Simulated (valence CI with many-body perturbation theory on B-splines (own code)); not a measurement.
Sb45+: key properties

Computed by configuration interaction combined with many-body perturbation theory (CI+MBPT): four valence electrons over a frozen Dirac-Fock core [He], a basis of 9 s, 9 p, 8 d, 6 f, 3 g, 1 h functions for each j, with the one-electron correlation potential Σ1, the two-electron term Σ2, the three-electron term Σ3, Breit, model QED; selected CI, second order for the rest, scaled by the run's own slope (own B-spline code, finite nucleus).

The last digits are not significant, and no measured levels were compared; by estimate large intervals hold to a few tenths of a per cent, small ones and those within an open d or f shell to about a per cent. Among the levels kept, up to 280 cm⁻¹ of a level comes from second order outside the variational space, and about a tenth of that is noise between levels of different J, which matters for small intervals.

Levels are named by their leading jj configuration (3d3/2^4 stands for four electrons in 3d with j = 3/2), which in mixed levels can hold well under half, so a name can repeat and another be missing.

Rates and lifetimes use the calculated energies. Strong lines usually hold to 10 to 20 %, long lifetimes can be off by a factor of two.

Problem. What is the ground level?

Solution. (2s^2 2p1/2^2) J=0, composition 71 % 2s2 2p2 3P + 28 % 2s2 2p2 1S.

Problem. What is the ionisation energy?

Solution. 7888 eV; NIST lists 7887 ± 4 eV (theoretical).

Problem. Among levels below 4823.0 eV, which E1 lines absorb most strongly from the ground level?

Solution. to (2s^2 2p1/2 3d3/2) J=1 at 0.2679 nm, f = 1.42; to (2s 2p1/2^2 3p3/2) J=1 at 0.2622 nm, f = 0.382; to (2s 2p1/2^2 2p3/2) J=1 at 2.563 nm, f = 0.156.

Problem. Where does the other parity begin?

Solution. At (2s 2p1/2^2 2p3/2) J=2, 426.4 eV.

Problem. How well does LS coupling describe the low levels?

Solution. Among the lowest 20 levels the leading LS term, summed over configurations, holds 66 % on average. For single configurations the figures are 66 % in LS and 99 % in jj coupling. Terms mix most in the J = 1 level at 483.8 eV, where the leading one holds 38 %.

Problem. What are the static dipole polarisabilities of the lowest levels?

Solution. (2s^2 2p1/2^2) J=0 0.000584 bohr³, of which the core gives 1.18e-06.

Problem. Name the longest-lived excited levels whose lifetime is computed, and their main decay.

Solution. (2s^2 2p1/2 2p3/2) J=2 at 270.8 eV lives 7.76 μs, mostly by E2 to (2s^2 2p1/2^2) J=0; (2s^2 2p1/2 2p3/2) J=1 at 255.8 eV lives 8.98 ns, mostly by M1 to (2s^2 2p1/2^2) J=0.
